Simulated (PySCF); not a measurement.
# Radial density of Be²⁺ (beryllium, charge +2)

PBEsol, 1s2, closed-shell 1S. Calculation: PySCF 2.14, in aug-pcseg-2 (5s3p2d, 24 functions); the non-relativistic Hamiltonian (point nucleus).

```csv
r (bohr),4πr²ρ (e/bohr)
0.00835,0.02815
0.0140,0.07643
0.0236,0.1995
0.0397,0.4971
0.0668,1.132
0.112,2.238
0.189,3.489
0.318,3.729
0.535,2.186
0.900,0.4931
1.51,0.02295
2.54,6.447e-05
```
